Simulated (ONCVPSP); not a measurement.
u(r) = r·R(r): atom against pseudo-atom (bromine (Br))

Columns: radius, all-electron u(r) and pseudo u(r) of the 3s shell (level -229.66 eV) of bromine in the configuration [Ne] 3s2 3p6 3d10 4s2 4p5; PBE, non-relativistic, ONCV scheme, ONCVPSP 4.0.1.

| r (bohr) | all-electron | pseudo |
| --- | --- | --- |
| 0.047 | 0.1813 | 0.0402 |
| 0.095 | -0.6025 | 0.1117 |
| 0.142 | -0.8020 | 0.2322 |
| 0.190 | -0.4999 | 0.4117 |
| 0.237 | 0.0069 | 0.6309 |
| 0.285 | 0.5315 | 0.8735 |
| 0.332 | 0.9504 | 1.0989 |
| 0.380 | 1.2500 | 1.2883 |
| 0.427 | 1.4219 | 1.4151 |
| 0.475 | 1.4943 | 1.4773 |
| 0.522 | 1.4890 | 1.4761 |
| 0.570 | 1.4295 | 1.4231 |
| 0.617 | 1.3373 | 1.3351 |
| 0.665 | 1.2241 | 1.2236 |
| 0.712 | 1.1050 | 1.1050 |
| 0.760 | 0.9827 | 0.9827 |
| 0.807 | 0.8673 | 0.8673 |
| 0.855 | 0.7569 | 0.7569 |
| 0.902 | 0.6579 | 0.6579 |
| 0.950 | 0.5667 | 0.5667 |
| 0.997 | 0.4873 | 0.4873 |
| 1.045 | 0.4158 | 0.4158 |
| 1.092 | 0.3548 | 0.3548 |
| 1.140 | 0.3008 | 0.3008 |
| 1.187 | 0.2551 | 0.2551 |
| 1.235 | 0.2151 | 0.2151 |

(1) How many radial nodes do the two functions have?

(2) At about which radius was the pseudo-wave matched?

(3) Where does each function peak?

(4) Is the pseudo-wave norm-conserving?

Answers

(1) The all-electron 3s function has n − l − 1 = 2; the pseudo-wave has 0, since the states of the same l below it are removed with the core.

(2) 0.75 bohr. The columns agree to 0.0005 from 0.67 bohr on; several derivatives are matched, so the curves merge somewhat inside the radius.

(3) Outermost all-electron maximum near 0.47 bohr, pseudo maximum near 0.47 bohr (to the table’s step).

(4) Yes: the ONCV scheme keeps the norm inside the radius equal to the all-electron one, which fixes the energy derivative of the logarithmic derivative at the level.
